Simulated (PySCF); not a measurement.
Br₂Si, SMILES Br[Si]Br (connectivity only; charge and spin as stated), charge +1, multiplicity 2.

Geometry: B3LYP-D3(BJ)/def2-TZVP. The multiplicity is an assumed one; other spin states were not compared. The isomer is the one that the SMILES or the coordinates give; other isomers of the formula were not compared.

Level of theory: ωB97X/def2-TZVPD run with PySCF.

The molecule is in vacuum.

The total energy is -5437.58461 hartree and the point group comes out as C2v. The α spin, highest occupied and lowest empty level is -15.92 and -6.92 eV. The β spin, highest occupied and lowest empty level is -16.96 and -8.80 eV, the dipole moment about the centre of nuclear charge is 1.92 D and the mean static polarisability is 62.1 bohr³ (9.21 Å³). The polarisability, principal values is 44.5, 51.7, 90.3 bohr³ and the ⟨S²⟩ comes out as 0.757 (pure state 0.75).
